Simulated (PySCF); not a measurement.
A made-up structure of CH₄SeSi, closed shell:

```xyz
7
angstrom
C -0.7005 -0.5213 -0.3584
Si -0.3514 1.2272 -1.3077
Se 0.6852 0.3663 0.4627
H -0.4967 -1.3759 -0.9944
H -1.6813 -0.5428 0.1043
H 0.4467 0.9875 1.8182
H 2.0881 -0.1669 0.2958
```

It is relaxed with PBE-D4/def2-SVP and then PBE0-D4/def2-TZVP (PySCF 2.14 with density fitting (its default auxiliary sets; JK sets also for MP2 and CCSD(T))). Atoms count as bonded within 1.22 times the sum of their covalent radii (H–H: 0.88 Å). The end point is not checked to be a true minimum.

(1) Does its bonding change? (A judgement: the text doesn't fix the answer.)

Answers

(1) Computed: No: no bond forms or breaks.

Where it ends: The first stage lowers the energy by 1.69 eV in 16 steps. It ends as CH₄SeSi ([CH2]1[Si][SeH2]1):
```
7
angstrom
C -0.6785 -0.3623 -0.4599
Si -0.6016 1.1982 -1.5515
Se 0.7831 0.7949 0.2591
H -0.2125 -1.3170 -0.7296
H -1.3956 -0.4981 0.3578
H 0.3780 0.5771 1.7327
H 1.7620 -0.3818 0.4605
```

Labels in which every atom is bracketed show which atoms are joined, not bond orders.

For scale, one of the runs: PBE0-D4/def2-TZVP relaxation, 140 basis functions, launched by `OMP_NUM_THREADS=2 python run.py`. Hardware: 2 CPU threads of an Arm Neoverse V1, shared host. Wall time 100 s; peak host memory 1.3 GiB.
